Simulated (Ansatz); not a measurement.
Species: WH₅ (charge 0, doublet). The spin state was set by rule; other spins were not relaxed. SMILES: [WH5]
Geometry: optimised at B3LYP-D3(BJ)/def2-TZVP (Ansatz, an electronic-structure program).

Quantity: atomisation energy (electronic, to ground-state atoms), in kcal/mol. Correlated levels leave the core frozen unless marked. UHF or UKS for open shells. No spin-orbit coupling. The frozen core is the preceding noble-gas configuration, with the filled d and f shells of earlier blocks. In def2 rows, elements after Kr have scalar-relativistic effective core potentials. The coupled-cluster limit lacks core correlation, which all-electron functionals hold. Basis-set limits of correlation are two-point, X^-3; Hartree-Fock from the larger set. The bracket is a focal-point correction in the basis named.

| level | program | atomisation energy (kcal/mol) |
|---|---|---|
| HF/def2-TZVPPD | Ansatz | 219.6 |
| r2SCAN/def2-TZVPD | Ansatz | 341.4 |
| r2SCAN-D4/def2-TZVPD | Ansatz + dftd4 | 341.9 |
| PBE0-D4/def2-TZVP | Ansatz + dftd4 | 335.5 |

Task: Estimate the value at RI-MP2/CBS(def2-TZVPPD,def2-QZVPPD)+[CCSD(T)-MP2]/def2-TZVPPD as computed with Ansatz.

Result: 342.2 kcal/mol
